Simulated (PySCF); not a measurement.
**Basis-set dependence of population analyses: `CO[Si@H](Cl)CCl`**

Species: C2H6Cl2OSi.
Atom-mapped SMILES: `[CH3:1][O:2][Si@H:3]([Cl:4])[CH2:5][Cl:6]` (hydrogens: H7, H8, H9 on C1; H10 on Si3; H11, H12 on C5)

Structure used (PBE0-D3(BJ)/def2-SVP), in Å, numbered top down from 1:
```
atom  x, y, z in Å
C1    -1.579    0.353    0.089
O2    -0.236    0.670   -0.169
Si3    0.728    1.633    0.750
Cl4    0.027    3.585    0.688
C5     2.429    1.618   -0.026
Cl6    3.181    0.015    0.227
H7    -1.903   -0.409   -0.633
H8    -2.228    1.239   -0.023
H9    -1.717   -0.054    1.107
H10    0.742    1.211    2.174
H11    2.364    1.809   -1.108
H12    3.080    2.383    0.422
```

PBE0 throughout (PySCF), one geometry, spherical d and f functions. Isolated species at its PBE0-D3(BJ)/def2-SVP geometry (one conformer only). Atoms taken as equivalent share a column and are averaged. The first 7 of 10 kinds of atom are listed.

Mulliken charges (e):

```csv
basis,functions,C1,O2,Si3,Cl4,C5,Cl6,H7/H8/H9
STO-3G,48,-0.132,-0.356,+0.890,-0.370,-0.291,-0.147,+0.087
6-31G,78,-0.214,-0.712,+1.043,-0.317,-0.827,+0.036,+0.183
pcSseg-0,78,-0.300,-0.838,+1.344,-0.401,-1.096,-0.025,+0.232
6-31G*,108,-0.268,-0.546,+0.827,-0.294,-0.666,-0.045,+0.183
cc-pVDZ,126,+0.075,-0.406,+0.610,-0.254,-0.248,-0.113,+0.052
def2-SVP,126,+0.128,-0.489,+0.752,-0.287,-0.263,-0.156,+0.048
aug-cc-pVDZ,204,+0.860,-0.895,+1.245,-0.481,-0.025,-0.132,-0.208
"6-311+G(2d,p)",222,-0.275,-0.605,+0.930,-0.263,-0.623,+0.014,+0.156
def2-TZVP,240,-0.222,-0.323,+0.499,-0.256,-0.241,-0.139,+0.129
cc-pVTZ,276,-0.105,-0.287,+0.492,-0.246,-0.200,-0.146,+0.089
IGLO-III,297,-0.285,-0.450,+1.136,-0.393,-0.548,-0.023,+0.128
pcSseg-2,321,+0.143,-0.543,+0.844,-0.300,-0.192,-0.154,+0.041
```

IAO charges (e):

```json
{"basis": "STO-3G", "functions": "48", "C1": "-0.259", "O2": "-0.444", "Si3": "+0.968", "Cl4": "-0.311", "C5": "-0.513", "Cl6": "-0.060", "H7/H8/H9": "+0.131"}
{"basis": "6-31G", "functions": "78", "C1": "-0.236", "O2": "-0.578", "Si3": "+0.998", "Cl4": "-0.314", "C5": "-0.554", "Cl6": "-0.074", "H7/H8/H9": "+0.153"}
{"basis": "pcSseg-0", "functions": "78", "C1": "-0.217", "O2": "-0.578", "Si3": "+1.021", "Cl4": "-0.313", "C5": "-0.574", "Cl6": "-0.069", "H7/H8/H9": "+0.146"}
{"basis": "6-31G*", "functions": "108", "C1": "-0.197", "O2": "-0.617", "Si3": "+1.134", "Cl4": "-0.338", "C5": "-0.556", "Cl6": "-0.080", "H7/H8/H9": "+0.141"}
{"basis": "cc-pVDZ", "functions": "126", "C1": "-0.194", "O2": "-0.612", "Si3": "+1.127", "Cl4": "-0.336", "C5": "-0.545", "Cl6": "-0.083", "H7/H8/H9": "+0.139"}
{"basis": "def2-SVP", "functions": "126", "C1": "-0.186", "O2": "-0.613", "Si3": "+1.138", "Cl4": "-0.331", "C5": "-0.546", "Cl6": "-0.077", "H7/H8/H9": "+0.136"}
{"basis": "aug-cc-pVDZ", "functions": "204", "C1": "-0.203", "O2": "-0.624", "Si3": "+1.137", "Cl4": "-0.340", "C5": "-0.548", "Cl6": "-0.089", "H7/H8/H9": "+0.144"}
{"basis": "6-311+G(2d,p)", "functions": "222", "C1": "-0.205", "O2": "-0.634", "Si3": "+1.165", "Cl4": "-0.341", "C5": "-0.563", "Cl6": "-0.084", "H7/H8/H9": "+0.145"}
{"basis": "def2-TZVP", "functions": "240", "C1": "-0.202", "O2": "-0.637", "Si3": "+1.181", "Cl4": "-0.344", "C5": "-0.568", "Cl6": "-0.082", "H7/H8/H9": "+0.144"}
{"basis": "cc-pVTZ", "functions": "276", "C1": "-0.204", "O2": "-0.632", "Si3": "+1.169", "Cl4": "-0.343", "C5": "-0.563", "Cl6": "-0.084", "H7/H8/H9": "+0.144"}
{"basis": "IGLO-III", "functions": "297", "C1": "-0.204", "O2": "-0.637", "Si3": "+1.173", "Cl4": "-0.339", "C5": "-0.568", "Cl6": "-0.080", "H7/H8/H9": "+0.144"}
{"basis": "pcSseg-2", "functions": "321", "C1": "-0.203", "O2": "-0.637", "Si3": "+1.177", "Cl4": "-0.343", "C5": "-0.568", "Cl6": "-0.082", "H7/H8/H9": "+0.144"}
```

Hirshfeld charges (e):

```tsv
basis	functions	C1	O2	Si3	Cl4	C5	Cl6	H7/H8/H9
STO-3G	48	+0.045	-0.218	+0.587	-0.307	+0.001	-0.177	+0.019
6-31G	78	-0.008	-0.257	+0.406	-0.174	-0.106	-0.070	+0.047
pcSseg-0	78	-0.018	-0.236	+0.433	-0.167	-0.113	-0.062	+0.043
6-31G*	108	-0.009	-0.228	+0.379	-0.160	-0.103	-0.079	+0.046
cc-pVDZ	126	-0.027	-0.208	+0.392	-0.145	-0.121	-0.059	+0.043
def2-SVP	126	-0.029	-0.214	+0.391	-0.134	-0.127	-0.051	+0.044
aug-cc-pVDZ	204	-0.038	-0.233	+0.407	-0.132	-0.143	-0.045	+0.047
6-311+G(2d,p)	222	-0.031	-0.234	+0.400	-0.133	-0.138	-0.048	+0.046
def2-TZVP	240	-0.034	-0.226	+0.396	-0.131	-0.137	-0.051	+0.046
cc-pVTZ	276	-0.035	-0.221	+0.397	-0.136	-0.135	-0.054	+0.046
IGLO-III	297	-0.040	-0.228	+0.394	-0.119	-0.143	-0.039	+0.046
pcSseg-2	321	-0.039	-0.231	+0.406	-0.131	-0.142	-0.049	+0.048
```

Some averages cover members that differ in this geometry, most widely: H7/H8/H9, Mulliken in aug-cc-pVDZ -0.299 to -0.161; H7/H8/H9, IAO in 6-31G +0.137 to +0.173; H7/H8/H9, IAO in pcSseg-0 +0.131 to +0.165; H7/H8/H9, Mulliken in cc-pVTZ +0.075 to +0.108 e.

Task: Which scheme is steadiest as the basis changes?

Result: Largest range over the bases for any column: Hirshfeld 0.21 e, IAO 0.21 e, Mulliken 1.16 e. Hirshfeld and IAO charges move least and Mulliken charges most, counted in e. Without the minimal STO-3G basis the ranges are Hirshfeld 0.05, IAO 0.18, Mulliken 1.16 e.

Task: How much do the charges still move between the two largest bases, IGLO-III and pcSseg-2?

Result: At most, over all atoms: Mulliken 0.428 e, IAO 0.004 e, Hirshfeld 0.012 e.

Task: What do the same runs give for the total energy, the frontier levels and the dipole moment?

Result: 
```json
{"basis": "STO-3G", "energy (Eh)": "-1349.1149", "HOMO (eV)": "-5.29", "LUMO (eV)": "3.46", "μ (D)": "1.09"}
{"basis": "6-31G", "energy (Eh)": "-1364.2297", "HOMO (eV)": "-8.37", "LUMO (eV)": "-0.03", "μ (D)": "1.16"}
{"basis": "pcSseg-0", "energy (Eh)": "-1362.6557", "HOMO (eV)": "-8.41", "LUMO (eV)": "0.08", "μ (D)": "1.37"}
{"basis": "6-31G*", "energy (Eh)": "-1364.3640", "HOMO (eV)": "-8.21", "LUMO (eV)": "0.23", "μ (D)": "1.03"}
{"basis": "cc-pVDZ", "energy (Eh)": "-1364.4340", "HOMO (eV)": "-8.16", "LUMO (eV)": "0.32", "μ (D)": "0.95"}
{"basis": "def2-SVP", "energy (Eh)": "-1363.9292", "HOMO (eV)": "-8.08", "LUMO (eV)": "0.56", "μ (D)": "1.00"}
{"basis": "aug-cc-pVDZ", "energy (Eh)": "-1364.4545", "HOMO (eV)": "-8.30", "LUMO (eV)": "-0.28", "μ (D)": "0.92"}
{"basis": "6-311+G(2d,p)", "energy (Eh)": "-1364.5124", "HOMO (eV)": "-8.30", "LUMO (eV)": "-0.26", "μ (D)": "1.00"}
{"basis": "def2-TZVP", "energy (Eh)": "-1364.5335", "HOMO (eV)": "-8.23", "LUMO (eV)": "0.13", "μ (D)": "0.97"}
{"basis": "cc-pVTZ", "energy (Eh)": "-1364.5419", "HOMO (eV)": "-8.24", "LUMO (eV)": "0.12", "μ (D)": "0.95"}
{"basis": "IGLO-III", "energy (Eh)": "-1364.5250", "HOMO (eV)": "-8.18", "LUMO (eV)": "0.20", "μ (D)": "0.92"}
{"basis": "pcSseg-2", "energy (Eh)": "-1364.5577", "HOMO (eV)": "-8.30", "LUMO (eV)": "-0.01", "μ (D)": "1.01"}
```

The dipole is fixed by the density alone, so its range of 0.45 D shows that the density itself changes with the basis, not only its division among atoms.
